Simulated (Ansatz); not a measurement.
CH$_{7}$NSi$_{2}$, SMILES `[SiH3]C1N[SiH2]1`. Charge 0, multiplicity 1.

```xyz
11

Si   -1.370   -0.017    0.805
C    -0.146    0.523   -0.484
N     0.510   -0.506   -1.376
Si    1.636    0.163   -0.251
H    -1.686    1.106    1.727
H    -2.640   -0.496    0.188
H    -0.789   -1.151    1.577
H    -0.420    1.423   -1.036
H     0.147   -1.445   -1.278
H     2.712    0.999   -0.822
H     2.046   -0.599    0.949
```

Problem. Give the diagnostics of a CCSD(T)/def2-TZVPP run (frozen core, Ansatz). (Estimate.)

Solution. The calculation gave: T1 = 0.0129, largest single amplitude 0.026, largest double 0.024, (T) share of the correlation energy 4.0 %, 10 CCSD cycles. The RHF solution is stable towards an unrestricted one. T1 lies under the customary mark of 0.02 for closed shells.
